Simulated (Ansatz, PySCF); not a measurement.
Gas-phase reaction in SMILES: ClCCl → Cl[CH]Cl + H atom (the C-H bond at the site shown breaks; other sites are not compared here)
Structures are relaxed separately at B3LYP-D3(BJ)/def2-TZVP in Ansatz (a first-principles code).

Property: bond dissociation energy (0 K, with B3LYP-D3(BJ) harmonic zero-point energies from PySCF), in kJ/mol. Valence correlation only, unless marked. UHF or UKS for open shells. No spin-orbit coupling. No relativistic terms. CBS(X,Y): correlation extrapolated as X^-3; Hartree-Fock from the larger set. [CCSD(T)-MP2]/basis is that difference in the basis named.

```
level                                                                             program  bond dissociation energy (kJ/mol)
-------------------------------------------------------------------------  --------------  ---------------------------------
HF/STO-3G                                                                          Ansatz                              412.4
HF-D3(BJ)/def2-TZVPD                                                        PySCF + dftd3                              308.8
r2SCAN-D3(BJ)/def2-TZVPD                                                   Ansatz + dftd3                              368.0
r2SCAN-D4/def2-TZVPD                                                       Ansatz + dftd4                              367.9
BHLYP-D3(BJ)/def2-TZVPD                                                    Ansatz + dftd3                              382.3
HSE06-D4/def2-TZVPD                                                        Ansatz + dftd4                              373.8
HSE06/def2-TZVPD                                                                   Ansatz                              373.0
wB97M-V/def2-TZVPD                                                                 Ansatz                              391.8
B2PLYP-D3(BJ)/def2-TZVPD                                                   Ansatz + dftd3                              383.4
SCS-MP2/cc-pV(T+d)Z                                                                Ansatz                              401.3
CCSD/6-31G*                                                                        Ansatz                              362.4
CCSD(T)/6-31G                                                                      Ansatz                              381.9
CCSD(T)/aug-cc-pV(D+d)Z                                                            Ansatz                              384.7
CCSD(T)/cc-pV(D+d)Z                                                                Ansatz                              373.7
RI-MP2/CBS(aug-cc-pV(T+d)Z,aug-cc-pV(Q+d)Z)+[CCSD(T)-MP2]/aug-cc-pV(T+d)Z          Ansatz                              397.8
```
